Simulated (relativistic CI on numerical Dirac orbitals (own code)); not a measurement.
## Ag³⁺: L2,3 absorption edge

Computed with this model: Dirac-Coulomb-Breit CI, KLI orbitals optimised for each configuration, model QED, valence Slater integrals scaled by 0.9, multiplet model of core-to-valence dipole absorption; configurations [Kr] 4d8 → [He] 2s2 2p5 3s2 3p6 3d10 4s2 4p6 4d9; 80 K; Lorentzian 0.96 eV and Gaussian 0.5 eV FWHM. Energies are those of the free ion, without screening or charge transfer. The branching ratio is the share of the lower-energy edge in the whole absorption, uncertain by about 0.02 where the edges overlap. S is read from ⟨S²⟩ = S(S + 1).

Field parameters in Wybourne normalisation: D3d B²₀ = −7Dσ, B⁴₀ = −14Dq − 21Dτ, B⁴₃ = −14√(10/7) Dq. The field is a parameter set, without covalency.

free ion: ground-state S = 0.99, centroid 3360.50 eV, branching ratio 0.949. Peaks (eV, height): 3351.6 (100), 3524.9 (6).

D3d, 10Dq = 34200, Dσ = -1200, Dτ = 160 cm⁻¹: ground-state S = 1.00, centroid 3400.47 eV, branching ratio 0.732. Peaks (eV, height): 3354.0 (100), 3527.3 (37).

The statistical ratio of this edge is 2/3 = 0.667. Values above it arise where the holes sit mainly in the j = l + 1/2 valence subshell or the ground state has high spin; values below it where core-valence Coulomb terms move weight to the upper edge, as in nearly empty shells. At deep edges of heavy elements the radial integrals of the two core levels differ, which raises the baseline.

Strongest unbroadened transitions for free ion:

```json
{"Energy (eV)": "3351.16", "Relative strength": "50.1"}
{"Energy (eV)": "3351.75", "Relative strength": "100.0"}
{"Energy (eV)": "3352.77", "Relative strength": "2.6"}
{"Energy (eV)": "3524.88", "Relative strength": "8.3"}
```
